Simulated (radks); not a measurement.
Results of a calculation; reference values are marked as such.
Species: Pm IV. Configuration: [Xe] 4f4. Code: a radial shooting solver on a logarithmic mesh with Libxc functionals. Model: Dirac Kohn-Sham, PBE, spin-unpolarised, spherical densities, finite nucleus; open shells fill j = l - 1/2 first; Fermi nuclear charge, rms radius 4.962 fm.

Normalised radial functions P(r) = r R(r) (large component), r in bohr:

```
   r/bohr * 4d5/2, o 4f7/2 (the largest magnitude, 1.34, reaches the edge; | marks zero, & curves that meet)
 0.001097                             &
 0.001463                             &
 0.001951                             &
 0.002602                             &
  0.00347                             &
 0.004666                             &
 0.006223                             &
   0.0083                             &
  0.01107                             &
  0.01476                             &
  0.01969                             &
  0.02627                             o*
  0.03503                             o *
  0.04672                             o  *
  0.06232                             o     *
  0.08378                             |o        *
   0.1117                             | o          *
    0.149                             |  o           *
   0.1988                             |     o      *
   0.2651                             |   *     o
   0.3536                   *         |              o
   0.4717      *                      |                  o
   0.6291  *                          |                    o
    0.839        *                    |                  o
    1.119                 *           |              o
    1.493                         *   |          o
    2.007                            *|     o
    2.676                             *  o
     3.57                             *o
    4.761                             &
     6.35                             &
```

4d5/2: eigenvalue -151.44 eV, 1 radial node at r = 0.288 bohr, <r> = 0.689 bohr, 90 % of the charge inside 1.04 bohr. 4f7/2 (empty): eigenvalue -31.271 eV, 0 radial nodes, <r> = 0.944 bohr, 90 % of the charge inside 1.61 bohr.
